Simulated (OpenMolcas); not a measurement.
# Ti2+: effect of the metal basis

Ti2+ with its 6 nearest fluoride ions at 2.203 Å, on the Ca site of CsCaF3 (a = 4.526 Å, distance in the model lattice 2.263 Å). The rest of the host is ab initio model potentials to 7.6 Å and point charges beyond; the distance is set by hand and nothing relaxes.

```yaml
Program: OpenMolcas
Method: CASSCF
Spin-orbit_coupling: state interaction with AMFI integrals over the reference wave functions
```

Fixed: ligand basis ANO-RCC-VDZP, active space 2 electrons in 5 orbitals (3d), DKH2 Hamiltonian.

States (labels of O, the rotations of Oh). Energies in cm-1 above the lowest state or level, χT in cm3 K/mol; under a threefold ground state the first gap can be a small split of the lowest multiplet, not the spin-orbit step; 10Dq and B are least-squares fits to the states below 45000 cm-1, weighted by degeneracy, with a free offset, and given where the rms deviation is under 5 % of |10Dq| (or 100 cm-1) and under 700 cm-1.

```json
{"Run": "A", "Metal basis": "ANO-RCC-VDZP", "Ground state": "3T1", "First state of that spin": "3T2 9120", "10Dq": "10718", "B (rms of fit)": "864 (168)", "First gap with spin-orbit (degeneracies)": "3.1 (2, 3)", "χT at 300 K": "1.101", "First state of another spin": "1T2 11976", "Cost": "roughly 18 core-seconds"}
{"Run": "B", "Metal basis": "ANO-RCC-VTZP", "Ground state": "3T1", "First state of that spin": "3T2 8895", "10Dq": "10501", "B (rms of fit)": "869 (179)", "First gap with spin-orbit (degeneracies)": "3.2 (2, 3)", "χT at 300 K": "1.103", "First state of another spin": "1T2 12026", "Cost": "roughly 12 core-seconds"}
```

Against A, |10Dq| changes by -2.0 % in B.

Costs are those of the RASSCF and RASSI steps.

An orbital triplet at a regular site is open to Jahn-Teller coupling, which can distort the site and quench the lowest spin-orbit gaps and is left out. Without dynamic correlation the repulsion within the d shell is too large (B by tens of per cent), so at a given field states of lower spin stand too high. Ligand-to-metal charge-transfer states are missing. With no ligand orbital active B as a rule stays too high, so bands that hang on it stand too high and its fall with covalency is understated. With metal d orbitals alone and no dynamic correlation 10Dq can be off by a tenth to a fifth, either way, in oxide and fluoride hosts. No measured value stands beside these numbers; the geometry was set by hand and not optimised.
